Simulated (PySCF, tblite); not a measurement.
Isomers of C5H10N2O2Si, one GFN2-xTB conformer each. Single-point energies are computed at PBE0/pcSseg-1 (PySCF, gas phase, no added dispersion term), electronic only.

Problem. Rank them by PBE0/pcSseg-1 energy, lowest first (kJ/mol).
A. `[CH3:1][O:2][Si@@H:3]([OH:4])[n:5]1[cH:6][cH:7][c:8]([NH2:9])[cH:10]1` with C1–O2–Si3–O4 -174°, O2–Si3–O4–H -8°, O2–Si3–N5–C6 145°
B. `[CH3:1]/[N:2]=[CH:3]/[C@@H:4]1[CH2:5][Si@H:6]([C:7]([NH2:8])=[O:9])[O:10]1` with N2–C3–C4–C5 78°, C5–Si6–C7–N8 -55°, Si6–C7–N8–H -177° and -1°
C. `[CH2:1]=[C:2]([SiH2:3][NH2:4])[C:5](=[O:6])[CH2:7][C:8]([NH2:9])=[O:10]` with C1–C2–Si3–N4 -156°, C2–Si3–N4–H 175° and -49°, C1–C2–C5–O6 -139°, C2–C5–C7–C8 -106°, C5–C7–C8–N9 -63°

Solution. A (0.0), C (168.5), B (205.8).

As drawn, the lowest has an aromatic ring and an O–H bond, which the highest lacks; the highest has a four-membered ring, a C=O bond and a C=N bond, which the lowest lacks. GFN2-xTB itself gives, in the same order: 0.0, 335.1, 315.3. Both levels put the same isomer lowest; measured from each level's own lowest isomer, the values differ by up to 166.6 kJ/mol (C=C([SiH2]N)C(=O)CC(N)=O: 335.1 against 168.5).

Problem. Which frontier levels, dipoles and rotational constants go with these structures?

Solution. 
```csv
SMILES,"HOMO (eV, PBE0/pcSseg-1)",LUMO (eV),dipole (D),"A, B, C (MHz)"
CO[Si@@H](O)n1ccc(N)c1,-5.33,0.82,1.50,"2011, 720.9, 623.4"
C=C([SiH2]N)C(=O)CC(N)=O,-7.45,-1.99,2.24,"2388, 635.8, 545.5"
C/N=C/[C@@H]1C[Si@H](C(N)=O)O1,-6.58,-1.08,5.73,"1647, 925.8, 661.0"
```

Problem. What happens when harmonic zero-point energies from GFN2-xTB frequencies are added?

Solution. 
| SMILES | ZPE (kJ/mol) | electronic (kJ/mol) | with ZPE (kJ/mol) |
| --- | --- | --- | --- |
| CO[Si@@H](O)n1ccc(N)c1 | 395.0 | 0.0 | 0.0 |
| C=C([SiH2]N)C(=O)CC(N)=O | 383.1 | 168.5 | 156.6 |
| C/N=C/[C@@H]1C[Si@H](C(N)=O)O1 | 393.6 | 205.8 | 204.4 |

The zero-point energies span 11.9 kJ/mol. The order is unchanged.
